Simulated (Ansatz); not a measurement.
Input for Ansatz (a program for electronic structure): R-B3LYP-D3(BJ)/def2-TZVP on Cl2Ge (SMILES [Cl][Ge][Cl]).

Ansatz 0.2 input:
```yaml
crystal:
  periodic: [false, false, false]
  atoms:
    - {symbol: Ge, position_ang: [0.00000000, 0.00000000, -0.92720000]}
    - {symbol: Cl, position_ang: [1.64920000, -0.00000000, 0.46360000]}
    - {symbol: Cl, position_ang: [-1.64920000, -0.00000000, 0.46360000]}
basis:
  gaussian:
    orbitals: def2-TZVP
hamiltonian:
  xc: b3lyp
  dispersion: d3bj
relax: {f_tol: 0.004, max_steps: 120}
scf: {lower_state_search: off}
```

The log:

```
WARN ansatz: RAYON_NUM_THREADS=4 ignored (pool sized by the plan → 4); use --threads N
Functional definition: B3LYP
these checks for a lower state are left out or cut short: stability, starts, cluster_reference, orbital_swaps, neighbouring_geometries, increment
integrals: 0.05 GiB planned
915 factors; their error is unknown
mean field: 0.50 GiB planned
mean field evaluation 1: about -81567.2011 eV, gradient 2.5e1 eV
mean field evaluation 2: about -81565.0875 eV, gradient 4.1e1 eV
mean field evaluation 4: about -81568.4658 eV, gradient 1.0e0 eV
mean field evaluation 8: about -81568.7449 eV, gradient 1.2e-1 eV
mean field evaluation 16: about -81568.7449 eV, gradient 4.0e-6 eV
mean field -81568.74494579 eV, -2997.5960874768 hartree, gradient 2.4e-6 eV, S^2 0.000000; 0 other end points of the search recorded, 0 dependent functions left out
the calculation of the forces begins
reference -81568.74516624 eV, -2997.5960955780 hartree; 33, 33 occupied and 89, 89 virtual orbitals, 915 factors
relax step   1: F+E_penalty+E_count = -81568.92606132 eV  Δ(F+E_penalty+E_count) = +0.000e0 eV  max|allowed force component| = 8.918e-1 eV/Å  Δτ_max = 0.0000 Å  (15 SCF iters, accepted)
these checks for a lower state are left out or cut short: stability, starts, cluster_reference, orbital_swaps, neighbouring_geometries, increment
integrals: 0.05 GiB planned
915 factors; their error is unknown
mean field: 0.50 GiB planned
mean field -81568.78105190 eV, -2997.5974143518 hartree, gradient 1.7e-6 eV, S^2 0.000000; 0 other end points of the search recorded, 0 dependent functions left out
the calculation of the forces begins
reference -81568.78127445 eV, -2997.5974225304 hartree; 33, 33 occupied and 89, 89 virtual orbitals, 915 factors
relax step   2: F+E_penalty+E_count = -81568.95946363 eV  Δ(F+E_penalty+E_count) = -3.340e-2 eV  max|allowed force component| = 1.864e-1 eV/Å  Δτ_max = 0.0468 Å  (20 SCF iters, accepted)
these checks for a lower state are left out or cut short: stability, starts, cluster_reference, orbital_swaps, neighbouring_geometries, increment
integrals: 0.05 GiB planned
915 factors; their error is unknown
mean field: 0.50 GiB planned
mean field evaluation 32: about -81568.7822 eV, gradient 2.1e-6 eV
mean field -81568.78215443 eV, -2997.5974548689 hartree, gradient 2.1e-6 eV, S^2 0.000000; 0 other end points of the search recorded, 0 dependent functions left out
the calculation of the forces begins
reference -81568.78237690 eV, -2997.5974630447 hartree; 33, 33 occupied and 89, 89 virtual orbitals, 915 factors
relax step   3: F+E_penalty+E_count = -81568.96070295 eV  Δ(F+E_penalty+E_count) = -1.239e-3 eV  max|allowed force component| = 5.467e-3 eV/Å  Δτ_max = 0.0109 Å  (20 SCF iters, accepted)
these checks for a lower state are left out or cut short: stability, starts, cluster_reference, orbital_swaps, neighbouring_geometries, increment
integrals: 0.05 GiB planned
915 factors; their error is unknown
mean field: 0.50 GiB planned
mean field -81568.78225122 eV, -2997.5974584260 hartree, gradient 1.1e-6 eV, S^2 0.000000; 0 other end points of the search recorded, 0 dependent functions left out
the calculation of the forces begins
reference -81568.78247376 eV, -2997.5974666041 hartree; 33, 33 occupied and 89, 89 virtual orbitals, 915 factors
relax step   4: F+E_penalty+E_count = -81568.96071399 eV  Δ(F+E_penalty+E_count) = -1.104e-5 eV  max|allowed force component| = 1.275e-4 eV/Å  Δτ_max = 0.0016 Å  (14 SCF iters, accepted)
Total energy: -81568.96093653 eV, -2997.6040249899 hartree
Atom 0 at    -0.000000     0.000000    -0.940398 Å, force    -0.000000     0.000000    -0.000127 eV/Å
Atom 1 at     1.694288     0.000000     0.470199 Å, force     0.000036    -0.000000     0.000064 eV/Å
Atom 2 at    -1.694288    -0.000000     0.470199 Å, force    -0.000036    -0.000000     0.000064 eV/Å
Dipole moment:     0.000000    -0.000000    -0.457568 e Å
Checks for a lower state left out: stability, starts, cluster_reference, orbital_swaps, neighbouring_geometries, increment
```

The calculation finished and met its thresholds.

Cost: very roughly 14 core-seconds.
